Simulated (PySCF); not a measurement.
Cd (cadmium, neutral) across methods

[Kr] 4d10 5s2, closed-shell 1S. All numbers are calculated (PySCF 2.14, the spin-free X2C one-electron Hamiltonian (Gaussian nucleus), in x2c-QZVPPall with one added diffuse shell each of s, p, d, f, g type (14s9p8d5f3g, 143 functions)).

```tsv
method	E (hartree)	mean ε 4p (eV)	mean ε 4d (eV)	mean ε 5s (eV)	Σ⟨r²⟩ (bohr²)	⟨S²⟩
PBE	-5593.63	-66.949	-11.737	-5.655	50.64	0.000
PBE0	-5593.69	-71.651	-13.903	-6.348	50.66	0.000
LDA	-5588.39	-66.970	-11.906	-5.948	50.25	0.000
r2SCAN	-5594.04	-69.040	-12.199	-5.844	50.35	0.000
```

(1) Estimate the same row for UHF.

## Answers

(1) E (hartree) = -5591.38812; mean ε 4p (eV) = -84.837; mean ε 4d (eV) = -19.615; mean ε 5s (eV) = -7.653; Σ⟨r²⟩ (bohr²) = 52.37; ⟨S²⟩ = 0.000.
